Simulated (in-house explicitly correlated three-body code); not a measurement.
Computed with an exponentially correlated three-body code. Model: two electrons around a point charge, non-relativistic, variational in 260 exponentially correlated functions (energies converged to about 1e-7 hartree, or 1e-8 relative for large Z).

For two electrons in a singlet the Kohn-Sham orbital is the square root of half the density, so the exact Kohn-Sham potential and energy parts follow from the density alone, and exchange is minus half the Hartree energy. The Kohn-Sham level equals minus the binding energy of the second electron.

Command:
```bash
python run_hyl.py task.json out
```
Settings (lengths in bohr, energies in hartree):
```
Z                      3.92
interaction_strength   1
functions              260
states_tried           13
```

Time taken, with all properties: 39 s on 1 thread of AMD EPYC 7R13 Processor (Zen 3) (shared host).

**Converged states only, values per electron or pair.**

Given: nuclear charge 3.92.

```tsv
term	mean r (bohr)	mean r squared (bohr²)	mean inverse r (1/bohr)	mean r12 (bohr)	mean inverse r12 (1/bohr)	mean cosine	mean p1 dot p2 (bohr⁻²)	delta r1 (bohr⁻³)	delta r12 (bohr⁻³)
1 1S	0.42366	0.24277	3.6078	0.63306	2.141	-0.033601	0.40996	16.13	1.4176
2 3S	?	?	?	?	?	?	?	?	-
2 1S	1.1684	2.323	2.3344	1.9984	0.68698	-0.013238	0.033005	10.213	0.19753
2 3P	1.0026	1.6843	2.3364	1.7	0.72297	-0.06168	-0.6683	9.4558	-
2 1P	1.061	1.9103	2.321	1.776	0.72551	0.021998	0.58593	9.6106	0.037583
3 3S	?	?	?	?	?	?	?	?	-
3 1S	2.4245	11.428	2.1251	4.4868	0.31342	-0.0041837	0.0098666	9.7669	0.057943
3 3P	2.2651	10.017	2.1255	4.1762	0.3217	-0.015986	-0.16543	9.5529	-
3 1P	2.3501	10.834	2.1212	4.336	0.32397	0.0058411	0.16426	9.5917	0.012607
4 3S	4.0364	33.357	2.0548	7.7033	0.17308	-0.0013515	0.0031607	9.6683	-
4 1S	4.1954	36.178	2.0525	8.0199	0.17809	-0.0017911	0.0041597	9.6617	0.024218
4 3P	4.0409	33.728	2.0526	7.714	0.18128	-0.0064257	-0.065398	9.5733	-
4 1P	4.1537	35.714	2.0508	7.9356	0.18242	0.0023597	0.067822	9.5885	0.0055285
```

(1) What belongs in the row 2 3S?

(2) What belongs in the row 3 3S?

**Electric-dipole lines between converged S and P states, rate of the upper state's decay.**

```json
{"s state": "1 1S", "p state": "2 1P", "p minus s (eV)": "118", "oscillator strength from s": "0.54571", "rate (1/s)": "1.0991e+11"}
{"s state": "1 1S", "p state": "3 1P", "p minus s (eV)": "133.85", "oscillator strength from s": "0.12593", "rate (1/s)": "3.2632e+10"}
{"s state": "1 1S", "p state": "4 1P", "p minus s (eV)": "139.43", "oscillator strength from s": "0.048918", "rate (1/s)": "1.3755e+10"}
{"s state": "2 1S", "p state": "2 1P", "p minus s (eV)": "1.9579", "oscillator strength from s": "0.1522", "rate (1/s)": "8.4386e+06"}
{"s state": "2 1S", "p state": "3 1P", "p minus s (eV)": "17.806", "oscillator strength from s": "0.30297", "rate (1/s)": "1.3893e+09"}
{"s state": "2 1S", "p state": "4 1P", "p minus s (eV)": "23.383", "oscillator strength from s": "0.081594", "rate (1/s)": "6.4528e+08"}
{"s state": "3 1S", "p state": "2 1P", "p minus s (eV)": "-15.284", "oscillator strength from s": "-0.078332", "rate (1/s)": "7.9402e+08"}
{"s state": "3 1S", "p state": "3 1P", "p minus s (eV)": "0.56361", "oscillator strength from s": "0.26218", "rate (1/s)": "1.2046e+06"}
{"s state": "3 1S", "p state": "4 1P", "p minus s (eV)": "?", "oscillator strength from s": "?", "rate (1/s)": "?"}
{"s state": "4 1S", "p state": "2 1P", "p minus s (eV)": "-21.19", "oscillator strength from s": "-0.016111", "rate (1/s)": "3.139e+08"}
{"s state": "4 1S", "p state": "3 1P", "p minus s (eV)": "-5.3424", "oscillator strength from s": "-0.17195", "rate (1/s)": "2.1295e+08"}
{"s state": "4 1S", "p state": "4 1P", "p minus s (eV)": "0.2351", "oscillator strength from s": "0.36376", "rate (1/s)": "290810"}
{"s state": "2 3S", "p state": "2 3P", "p minus s (eV)": "3.2406", "oscillator strength from s": "0.21855", "rate (1/s)": "3.3196e+07"}
{"s state": "2 3S", "p state": "3 3P", "p minus s (eV)": "20.28", "oscillator strength from s": "0.24858", "rate (1/s)": "1.4787e+09"}
{"s state": "2 3S", "p state": "4 3P", "p minus s (eV)": "26.142", "oscillator strength from s": "0.070703", "rate (1/s)": "6.9886e+08"}
{"s state": "3 3S", "p state": "2 3P", "p minus s (eV)": "-16.182", "oscillator strength from s": "-0.090202", "rate (1/s)": "1.0249e+09"}
{"s state": "3 3S", "p state": "3 3P", "p minus s (eV)": "0.85748", "oscillator strength from s": "0.36469", "rate (1/s)": "3.8784e+06"}
{"s state": "3 3S", "p state": "4 3P", "p minus s (eV)": "6.7195", "oscillator strength from s": "0.25935", "rate (1/s)": "1.6937e+08"}
{"s state": "4 3S", "p state": "2 3P", "p minus s (eV)": "-22.554", "oscillator strength from s": "-0.01756", "rate (1/s)": "3.8762e+08"}
{"s state": "4 3S", "p state": "3 3P", "p minus s (eV)": "?", "oscillator strength from s": "?", "rate (1/s)": "?"}
{"s state": "4 3S", "p state": "4 3P", "p minus s (eV)": "0.34665", "oscillator strength from s": "0.50123", "rate (1/s)": "871200"}
```

(3) What belongs in the row 3 1S 4 1P?

(4) What belongs in the row 4 3S 3 3P?

**Exact Kohn-Sham parts of the ground state from its density.**

Computed: total energy -13.0719254 hartree; Kohn-Sham kinetic 13.031 hartree; Hartree energy 4.4532 hartree; exchange energy -2.2266 hartree; DFT correlation energy -0.044227 hartree; kinetic part of the DFT correlation energy 0.04138 hartree; potential part of the DFT correlation energy -0.085607 hartree; exact minus restricted Hartree-Fock -0.044219 hartree; restricted Hartree-Fock level -146.95 eV; C6 of two such species 0.012818 hartree·bohr⁶.

(5) What is the Kohn-Sham level?

(6) What is the dipole polarisability?

**Density and exact potentials over r, pair density (one pair, times 4 pi r12^2) and exact minus Kohn-Sham pair density over r12.**

| radius (bohr) | radial density (electrons/bohr) | exchange potential (hartree) | intracule density (1/bohr) | Coulomb hole against Kohn-Sham (1/bohr) | correlation potential (hartree) |
| --- | --- | --- | --- | --- | --- |
| 0.0534 | 0.76251 | -3.5292 | 0.052002 | -0.01309 | -0.04 |
| 0.0621 | 0.96409 | -3.5049 | 0.070218 | -0.01703 | -0.036 |
| 0.0722 | ? | ? | ? | ? | ? |
| 0.0839 | 1.4877 | -3.4345 | 0.12691 | -0.02799 | -0.027 |
| 0.0976 | 1.8123 | -3.3845 | 0.16997 | -0.03529 | -0.021 |
| 0.113 | 2.1597 | -3.3244 | 0.22439 | -0.04348 | -0.015 |
| 0.132 | 2.5503 | -3.246 | 0.29901 | -0.0531 | -0.007 |
| 0.153 | 2.9227 | -3.1555 | 0.38905 | -0.06258 | 0 |
| 0.178 | 3.2772 | -3.0448 | 0.50316 | -0.07163 | 0.007 |
| 0.207 | 3.568 | -2.9153 | 0.63973 | -0.07845 | 0.014 |
| 0.241 | ? | ? | ? | ? | ? |
| 0.28 | 3.8062 | -2.5981 | 0.96624 | -0.07743 | 0.022 |
| 0.325 | 3.6923 | -2.4162 | 1.1319 | -0.06596 | 0.024 |
| 0.378 | 3.4046 | -2.2187 | 1.2765 | -0.04608 | 0.023 |
| 0.44 | 2.959 | -2.012 | 1.3703 | -0.01972 | 0.02 |
| 0.511 | 2.412 | -1.806 | 1.3848 | 0.007914 | 0.016 |
| 0.594 | 1.819 | -1.6025 | 1.3032 | 0.03103 | 0.011 |
| 0.69 | 1.2577 | -1.4092 | 1.1267 | 0.04364 | 0.008 |
| 0.803 | 0.78041 | -1.2275 | 0.87756 | 0.04349 | 0.005 |
| 0.933 | 0.43202 | -1.0647 | 0.60772 | 0.03327 | 0.003 |
| 1.08 | 0.2126 | -0.92338 | 0.37092 | 0.0197 | 0.002 |
| 1.26 | 0.085449 | -0.79292 | 0.18605 | 0.007897 | 0.001 |

(7) What belongs in the row 0.0722?

(8) What belongs in the row 0.241?

Answers

(1) mean r (bohr): 1.0886; mean r squared (bohr²): 1.973; mean inverse r (1/bohr): 2.3558; mean r12 (bohr): 1.8538; mean inverse r12 (1/bohr): 0.63702; mean cosine: -0.010321; mean p1 dot p2 (bohr⁻²): 0.027269; delta r1 (bohr⁻³): 10.31.

(2) mean r (bohr): 2.3057; mean r squared (bohr²): 10.248; mean inverse r (1/bohr): 2.1308; mean r12 (bohr): 4.2529; mean inverse r12 (1/bohr): 0.30063; mean cosine: -0.0032017; mean p1 dot p2 (bohr⁻²): 0.0076971; delta r1 (bohr⁻³): 9.7864.

(3) p minus s (eV): 6.1411; oscillator strength from s: 0.31969; rate (1/s): 1.7439e+08.

(4) p minus s (eV): -5.5154; oscillator strength from s: -0.2005; rate (1/s): 2.6465e+08.

(5) -146.63 eV.

(6) 0.05718 bohr³.

(7) radial density (electrons/bohr): 1.2055; exchange potential (hartree): -3.4738; intracule density (1/bohr): 0.094581; Coulomb hole against Kohn-Sham (1/bohr): -0.02195; correlation potential (hartree): -0.032.

(8) radial density (electrons/bohr): 3.7576; exchange potential (hartree): -2.765; intracule density (1/bohr): 0.79778; Coulomb hole against Kohn-Sham (1/bohr): -0.0811; correlation potential (hartree): 0.019.
